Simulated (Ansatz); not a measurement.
TaO₃H⁻. Charge -1, multiplicity 2. Geometry r2SCAN-D4/def2-TZVP, that of the neutral singlet.

Cartesian coordinates in Å:
```
Ta -0.049 -0.176 -0.869
O 0.724 -1.028 0.582
O 0.964 -1.803 -0.671
O -0.762 1.281 0.059
H -0.877 1.727 0.900
```

In the def2 sets Ta takes a core potential; there is no spin–orbit coupling. The structure holds one bond between oxygen atoms, so isomers without such links may lie far lower. At PBE-D4/def2-TZVPD, r2SCAN-D4/def2-TZVPD, PBE0-D4/def2-TZVPD the highest occupied level of the charge -1 doublet lies above zero (up to 1.66 eV). Its loss leaves the charge 0 singlet, which lies 0.81 eV higher (vertical, at PBE-D4/def2-TZVPD), but this difference is unsure: the singlet is doubtful (at the level of its geometry, restricted singlet, unstable towards broken spin symmetry at other levels and untested here). At r2SCAN-D4/def2-TZVPD the charge -1 doublet is spin-contaminated (final ⟨S²⟩ up to 1.04, 0.75 for a pure state). The structure comes from a short search, and lower isomers may exist.

Question: Estimate the α-spin orbital energies around the gap (eV) in Ansatz with PBE-D4/def2-TZVPD, r2SCAN-D4/def2-TZVPD, PBE0-D4/def2-TZVPD.

Answer: 
```json
{"orbital": "HOMO−5", "PBE-D4/def2-TZVPD": "-4.34", "r2SCAN-D4/def2-TZVPD": "-4.58", "PBE0-D4/def2-TZVPD": "-5.85"}
{"orbital": "HOMO−4", "PBE-D4/def2-TZVPD": "-4.31", "r2SCAN-D4/def2-TZVPD": "-4.56", "PBE0-D4/def2-TZVPD": "-5.85"}
{"orbital": "HOMO−3", "PBE-D4/def2-TZVPD": "-2.90", "r2SCAN-D4/def2-TZVPD": "-3.05", "PBE0-D4/def2-TZVPD": "-4.36"}
{"orbital": "HOMO−2", "PBE-D4/def2-TZVPD": "-1.43", "r2SCAN-D4/def2-TZVPD": "-1.55", "PBE0-D4/def2-TZVPD": "-2.81"}
{"orbital": "HOMO−1", "PBE-D4/def2-TZVPD": "0.45", "r2SCAN-D4/def2-TZVPD": "0.37", "PBE0-D4/def2-TZVPD": "-0.34"}
{"orbital": "HOMO", "PBE-D4/def2-TZVPD": "1.66", "r2SCAN-D4/def2-TZVPD": "1.56", "PBE0-D4/def2-TZVPD": "0.79"}
{"orbital": "LUMO", "PBE-D4/def2-TZVPD": "2.09", "r2SCAN-D4/def2-TZVPD": "2.54", "PBE0-D4/def2-TZVPD": "3.01"}
{"orbital": "LUMO+1", "PBE-D4/def2-TZVPD": "2.42", "r2SCAN-D4/def2-TZVPD": "2.92", "PBE0-D4/def2-TZVPD": "3.11"}
{"orbital": "LUMO+2", "PBE-D4/def2-TZVPD": "3.02", "r2SCAN-D4/def2-TZVPD": "3.38", "PBE0-D4/def2-TZVPD": "3.78"}
{"orbital": "LUMO+3", "PBE-D4/def2-TZVPD": "3.09", "r2SCAN-D4/def2-TZVPD": "3.54", "PBE0-D4/def2-TZVPD": "4.05"}
{"orbital": "LUMO+4", "PBE-D4/def2-TZVPD": "3.16", "r2SCAN-D4/def2-TZVPD": "3.68", "PBE0-D4/def2-TZVPD": "4.26"}
{"orbital": "LUMO+5", "PBE-D4/def2-TZVPD": "3.35", "r2SCAN-D4/def2-TZVPD": "3.72", "PBE0-D4/def2-TZVPD": "4.33"}
{"orbital": "β HOMO", "PBE-D4/def2-TZVPD": "0.76", "r2SCAN-D4/def2-TZVPD": "0.64", "PBE0-D4/def2-TZVPD": "0.09"}
{"orbital": "β LUMO", "PBE-D4/def2-TZVPD": "2.27", "r2SCAN-D4/def2-TZVPD": "2.82", "PBE0-D4/def2-TZVPD": "3.13"}
```
